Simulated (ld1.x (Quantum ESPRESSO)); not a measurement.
iron (Fe): one change to a TM potential, before and after

```json
{
  "Element": "iron",
  "Generator": "ld1.x (Quantum ESPRESSO) 7.5",
  "Type": "norm-conserving Troullier–Martins (Kleinman–Bylander form)",
  "Functional": "PBEsol",
  "Relativity": "scalar-relativistic",
  "Frozen core": "[Ar]",
  "Valence charge": "8",
  "Reference configuration": "3d6 4s1 4p1",
  "Partial waves": "4s (bound): rc 2.05 bohr; 3d (bound): rc 1.40 bohr; 4f channel at -0.05 Ry: rc 2.50 bohr; 4p (bound): rc 2.65 bohr",
  "Local potential": "the p channel",
  "Core correction": "none"
}
```

All-electron outer shells of the reference configuration (PBEsol, scalar-relativistic, ld1.x):

| shell | level (eV) | outermost node (bohr) | outermost maximum (bohr) |
| --- | --- | --- | --- |
| 3s | -95.50 | 0.33 | 0.70 |
| 3p | -61.66 | 0.30 | 0.72 |
| 3d | -9.20 | – | 0.71 |
| 4s | -6.37 | 1.00 | 2.38 |
| 4p | -2.12 | 1.10 | 3.17 |

Change: wave 4p (bound): rc 2.65 bohr becomes 4p (bound): rc 3.86 bohr.

Cutoffs: the cutoffs (Ry, on a coarse ladder) from which the occupation-weighted sum of valence levels, in a spherical-Bessel basis at the reference potential, stays within 10 and 1 mRy of its value at 400 Ry; they do not see the model core or the augmentation charge, which bear on the density cutoff. Errors are all-electron minus pseudo energies relative to the spin-unpolarised reference configuration.

What does the change do?

The potential gets neither clearly harder nor softer (120 Ry and 200 Ry → 120 Ry and 200 Ry); both files keep a bound ghost (s); of the 7 tests that both files solve, the error grows in 1 and shrinks in 4 by more than 15 % and 0.3 meV (median size 14.1 → 6.7 meV).

```csv
quantity,base,changed
"cutoff, loose",120 Ry,120 Ry
"cutoff, tight",200 Ry,200 Ry
bound ghosts,s,s
"error for 3d6 4s2 4p0, meV [ΔE -4.13 eV]",-7.7,+2.9
"error for 3d6 4s1 4p0, meV [ΔE 4.61 eV]",-9.5,-5.6
"error for 3d6 4s0 4p0, meV [ΔE 20.73 eV]",+14,+1.6
"error for 3d4 4s0 4p0, meV [ΔE 107.96 eV]",-1592,-1725
"error for 3d6 4s0 4p2, meV [ΔE 4.35 eV]",+1.1,+6.7
"error for 3d5 4s2 4p1, meV [ΔE 4.64 eV]",-595,-464
"error for 3d7 4s0 4p0, meV [ΔE 2.46 eV]",-374,-372
```

 A true bound ghost makes a file unfit for plane-wave use even where its test errors are small: the radial tests pick states by their node count and pass the ghost by.
